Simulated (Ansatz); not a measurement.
CH7NOSi2 can be A, `N[C@H]1O[Si@@H]1[SiH3]`, or B, `C=N[SiH2]O[SiH3]`.

Isolated molecules relaxed with PBE0-D4/def2-TZVP in Ansatz; ΔE leaves out vibrations. CBS: MP2 limit from def2 TZ/QZ plus the TZ coupled-cluster correction, frozen cores. Functionals use def2-TZVPP. One conformer a species, not always the lowest.

Question: Which is lower in electronic energy at CCSD(T)/CBS, and by how much? (Estimate.)

Answer: The calculation gave: B, by 64.6 kcal/mol.

Question: Give E(B) − E(A) in kcal/mol with HF/def2-TZVPP, CCSD(T)/def2-SVP, CCSD/def2-TZVPP, MP2/def2-TZVPP, PBE0-D4, B2PLYP, LDA (SPW92). (Best estimate.)

Answer: Ansatz gave: HF/def2-TZVPP -81.5, CCSD(T)/def2-SVP -63.2, CCSD/def2-TZVPP -67.2, MP2/def2-TZVPP -65.8, PBE0-D4 -54.9, B2PLYP -66.0, LDA (SPW92) -45.9. None reverses the order clearly.

Question: Does the order hold for the free energy at 298.15 K (harmonic terms from PBE0-D4)? (Estimate.)

Answer: Computed: Yes: G(B) − G(A) = -68.4 kcal/mol, for one conformer each. Modes under 60 cm⁻¹, often nearly free rotors, make the harmonic entropy too high.

Largest T1 diagnostic: 0.015.

In def2-TZVPP, CCSD(T) changes the Hartree–Fock value by +16.6 kcal/mol (the triples alone add +2.3 kcal/mol) and MP2 by +15.7 kcal/mol. At CCSD(T), def2-SVP lies +1.4 kcal/mol from the extrapolated value and def2-TZVPP −0.3 kcal/mol.
